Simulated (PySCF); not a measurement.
Calculated properties of `CSc1ccsc1[SiH2]O`

Species: C₅H₈OS₂Si.
Bonds: C1–S2, S2–C3, C3–C4 (aromatic), C4–C5 (aromatic), C5–S6 (aromatic), S6–C7 (aromatic), C7–Si8, Si8–O9, C3–C7 (aromatic). Hydrogens: H10, H11, H12 on C1; H13 on C4; H14 on C5; H15, H16 on Si8; H17 on O9.

Among its groups: aromatic ring with sulfur, sulfide, Si–H bond and C–Si bond.

GFN2-xTB geometry:

```
Point group of the GFN2-xTB geometry                  : C1
Rotational constants A, B, C of the GFN2-xTB geometry : 1.271, 0.958, 0.603 GHz
```

**PBE0/pcSseg-1 ground state and GIAO shieldings, non-relativistic (PySCF)**

```
Dipole moment                                               : 2.59 D
HOMO energy                                                 : -7.06 eV
LUMO energy                                                 : -1.14 eV
HOMO–LUMO gap                                               : 5.92 eV
Lowest Hirshfeld atomic charge                              : -0.32 e on O9
Highest Hirshfeld atomic charge                             : +0.38 e on Si8
13C chemical shifts (computed TMS as zero) by class         : 147.0 (C7), 146.2 (C3), 142.1 (C5), 139.0 (C4), 29.5 (C1) ppm
1H chemical shifts (computed TMS as zero) by class          : 7.57 (H14), 7.33 (H13), 5.73 (H15/H16), 4.83 (H17), 2.35 (H10/H11/H12) ppm
Isotropic shieldings of nuclei other than C and H, by class : 324 (O9), 383 (Si8), 229 (S6), 558 (S2) ppm
Mayer bond orders between heavy atoms                       : C1–S2 0.95, S2–C3 1.04, C3–C4 1.24, C4–C5 1.57, C5–S6 1.19, S6–C7 1.18, C7–Si8 0.79, Si8–O9 1.06, C7–C3 1.54
```

Monoisotopic mass from the formula: 175.9786 u.

The dipole matches unit charges of opposite sign 0.54 Å apart (1 e·Å = 4.8032 D). The rotational constants make it an asymmetric top with κ = (2B − A − C)/(A − C) = 0.06, midway between the prolate (−1) and oblate (+1) limits. A dipole of 2.59 D is allowed in C1, and pure rotational transitions are dipole-allowed. With B = h/(8π²I), that is 505.379 GHz u Å² over I, the principal moments of inertia are 397.5, 527.6 and 838.5 u Å² (most abundant isotopes).

One conformer (not necessarily the lowest) at the GFN2-xTB geometry, without solvent or vibrations. NMR classes are plain means over equivalent atoms (diastereotopic ones count apart unless rotation or inversion swaps them), as if these changed places fast; in this geometry the members of some classes differ.

For the NMR shielding job (PBE0/pcSseg-1), the run took 44 s wall on an Arm Neoverse V2 with one thread, no GPU (shared host), and the process peaked at 1.0 GiB of memory.

Conformer computed: `[CH3:1][S:2][c:3]1[cH:4][cH:5][s:6][c:7]1[SiH2:8][OH:9]`: C1–S2–C3–C4 -99°, S6–C7–Si8–O9 -172°, H–O9–Si8–C7 4°.
